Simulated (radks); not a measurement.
Results of a calculation; reference values are marked as such.
Question: Species: neutral fluorine. Configuration: [He] 2s2 2p5. Level of theory: non-relativistic Kohn-Sham, BLYP, spin-polarised, spherical densities, point nucleus; open shells are filled with parallel spins first (a radial shooting solver on a logarithmic mesh with Libxc functionals). Some entries of the table are withheld. Estimate them.

orbital,occ.,eigenvalue (hartree),<1/r> (bohr^-1)
1s up,1,-24.39183,8.611
1s down,1,-24.36556,8.617
2s up,1,-1.11981,(1)
2s down,1,-1.05668,(2)
2p up,3,(3),(4)
2p down,2,(5),(6)

Answer: 
(1) 2s up <1/r> (bohr^-1): 1.467
(2) 2s down <1/r> (bohr^-1): 1.449
(3) 2p up eigenvalue (hartree): -0.43631
(4) 2p up <1/r> (bohr^-1): 1.287
(5) 2p down eigenvalue (hartree): -0.37635
(6) 2p down <1/r> (bohr^-1): 1.255
